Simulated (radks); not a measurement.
Values are calculated unless marked as measured or tabulated.
Charge is removed step by step from the 1s1/2 level of B3+, starting from [He]. Level of theory: Dirac Kohn-Sham, PBE, spin-unpolarised, spherical densities, finite nucleus; Fermi nuclear charge, rms radius 2.406 fm (a radial shooting solver on a logarithmic mesh with Libxc functionals).

removed (e),E - E(0) (eV),eigenvalue (eV),E minus straight line (eV)
0,0.000,-231.38,0.000
0.25,59.947,-248.24,-6.432
0.5,124.15,-265.38,-8.613
0.75,192.66,-282.73,-6.482
1,265.52,-300.16,0.000

Removing the whole electron costs 265.52 eV by Delta-SCF, against 231.38 eV from minus the eigenvalue at the starting occupation. Slater's transition state (half an electron removed) gives 265.38 eV. Integrating minus the eigenvalue over the occupation (Janak's theorem) gives 265.52 eV. The mean slope of the eigenvalue, de/dn, is 68.8 eV per electron. Ionisation energy of B3+ in the NIST Atomic Spectra Database: 259.37 eV (theoretical).

Beside tabulated values, note that spin-unpolarised runs miss the spin-polarisation part of the exchange energy of open shells.
